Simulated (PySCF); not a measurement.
Species: C6H6O2S.
InChI=1S/C6H6O2S/c1-5(7)8-6-2-3-9-4-6/h2-4H,1H3

Computed, not measured: TDDFT CAM-B3LYP/def2-SVPD, vertical, gas phase, core orbitals frozen in the response (PySCF 2.14.0, density-fitted response routines). The structure is a single PBE0-D3(BJ)/def2-SVP conformer in the gas phase; no vibrational or solvent corrections. Torsions of this conformer, `[CH3:1][C:2](=[O:3])[O:4][c:5]1[cH:6][cH:7][s:8][cH:9]1`: C1–C2–O4–C5 179°, C2–O4–C5–C6 180°.

Broadening: Gaussians 0.4 eV wide at half height, area fixed by f = 4.319×10⁻⁹ ∫ε dν̃. The cross-section is σ = 3.8235×10⁻²¹ ε cm², given in Mb (10⁻¹⁸ cm²). The width is an assumption, not a result. The curve ends short of the highest state used, and states not computed would add to its high-energy end.

| λ (nm) | σ (Mb) |
| --- | --- |
| 189.2 | 55.20 |
| 191.8 | 82.79 |
| 194.4 | 95.19 |
| 197.0 | 85.63 |
| 199.6 | 61.98 |
| 202.3 | 37.09 |
| 204.9 | 21.22 |
| 207.5 | 13.86 |
| 210.1 | 12.20 |
| 212.7 | 13.80 |
| 215.3 | 17.23 |
| 217.9 | 21.12 |
| 220.6 | 23.85 |
| 223.2 | 23.84 |
| 225.8 | 21.00 |
| 228.4 | 16.31 |
| 231.0 | 11.22 |
| 233.6 | 6.88 |
| 236.3 | 3.69 |
| 238.9 | 1.83 |
| 241.5 | 0.83 |
| 244.1 | 0.34 |
| 246.7 | 0.13 |
| 249.3 | 0.05 |

(1) Where are the band maxima, and which computed states make them?

(2) On this curve, what absorbance would a 10⁻⁴ mol/L sample give at 193 nm over a 1 cm path?

(3) Coming from long wavelengths, where does ε first pass 100 L mol⁻¹ cm⁻¹?

Results:

(1) 222 nm (5.59 eV), ε about 6300, made up of S1 (95%); 195 nm (6.37 eV), ε about 25000, made up of S5 (99%) (ε in L mol⁻¹ cm⁻¹; maxima over ε = 5, shares over 10%). The states used: S1 5.57 eV (f 0.090); S2 5.79 eV (f 0.0011); S3 5.91 eV (f 0.023); S4 6.10 eV (f 0.0033); S5 6.37 eV (f 0.365); S6 6.46 eV (f 0.0019); S7 6.66 eV (f 0.0038); S8 7.01 eV (f 0.0041); S9 7.05 eV (f 0.0048); S10 7.15 eV (f 0.051).

(2) 193 nm is 6.424 eV, where ε is about 24000 L mol⁻¹ cm⁻¹, so A = ε c l ≈ 2.4 (Beer–Lambert, with the gas-phase spectrum and the assumed width).

(3) At about 244 nm (5.09 eV), 0.49 eV below S1.

All these states lie below the vertical ionisation energy of 8.76 eV (ΔSCF).
